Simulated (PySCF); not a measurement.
Isomers of C8H15N, mass 125.120 u with the commonest isotopes. Computed with PBE0-D3(BJ)/def2-SVP geometry optimisation, gas phase in PySCF 2.14.0. One conformer each, none proved a minimum here; rigid rotors.

Problem. Order these by rotational constant B, smallest first.
A. `[CH2:1]1[CH2:2][CH2:3][C@H:4]2[NH:5][CH2:6][CH2:7][C@H:8]2[CH2:9]1` with C9–C1–C2–C3 -58°, C1–C2–C3–C4 58°, C2–C3–C4–N5 -166°, C3–C4–N5–C6 82°
B. `[CH3:1][NH:2][C@@H:3]1[CH:4]=[CH:5][CH2:6][CH2:7][CH2:8][CH2:9]1` with C1–N2–C3–C4 65°, N2–C3–C4–C5 173°, C4–C5–C6–C7 55°, C5–C6–C7–C8 -72°, C6–C7–C8–C9 65°
C. `[CH2:1]=[C:2]([CH3:3])/[C:4]([CH3:5])=[CH:6]/[N:7]([CH3:8])[CH3:9]` with C1–C2–C4–C5 -7°

Solution. C (938.2 MHz), B (1147 MHz), A (1477 MHz).

Problem. Order these by rotational constant C, largest first.
A. `[CH2:1]1[CH2:2][CH2:3][C@H:4]2[NH:5][CH2:6][CH2:7][C@H:8]2[CH2:9]1` with C9–C1–C2–C3 -58°, C1–C2–C3–C4 58°, C2–C3–C4–N5 -166°, C3–C4–N5–C6 82° (octahydroindole)
B. `[CH2:1]=[C:2]([CH3:3])/[C:4]([CH3:5])=[CH:6]/[N:7]([CH3:8])[CH3:9]` with C1–C2–C4–C5 -7°
C. `[CH3:1][NH:2][C@@H:3]1[CH:4]=[CH:5][CH2:6][CH2:7][CH2:8][CH2:9]1` with C1–N2–C3–C4 65°, N2–C3–C4–C5 173°, C4–C5–C6–C7 55°, C5–C6–C7–C8 -72°, C6–C7–C8–C9 65°

Solution. A (1183 MHz), C (912.4 MHz), B (760.7 MHz).

Problem. Order these by out-of-plane moment Σ m c² = (Ia + Ib − Ic)/2, smallest first.
A. `[CH2:1]1[CH2:2][CH2:3][C@H:4]2[NH:5][CH2:6][CH2:7][C@H:8]2[CH2:9]1` with C9–C1–C2–C3 -58°, C1–C2–C3–C4 58°, C2–C3–C4–N5 -166°, C3–C4–N5–C6 82° (octahydroindole)
B. `[CH2:1]=[C:2]([CH3:3])/[C:4]([CH3:5])=[CH:6]/[N:7]([CH3:8])[CH3:9]` with C1–C2–C4–C5 -7°
C. `[CH3:1][NH:2][C@@H:3]1[CH:4]=[CH:5][CH2:6][CH2:7][CH2:8][CH2:9]1` with C1–N2–C3–C4 65°, N2–C3–C4–C5 173°, C4–C5–C6–C7 55°, C5–C6–C7–C8 -72°, C6–C7–C8–C9 65°

Solution. B (25.50 u·Å²), C (32.02 u·Å²), A (47.96 u·Å²).

```
               SMILES  point group  Ia (u·Å²)  Ib (u·Å²)  Ic (u·Å²)      κ  μa (D)  μb (D)  μc (D)
  C=C(C)/C(C)=C/N(C)C           C1     176.70     538.69     664.40  -0.83    1.74    0.46    0.38
    CN[C@@H]1C=CCCCC1           C1     177.29     440.67     553.93  -0.76    0.24    0.53    0.13
C1CC[C@H]2NCC[C@H]2C1           C1     181.02     342.25     427.35  -0.63    0.54    0.28    0.75
```
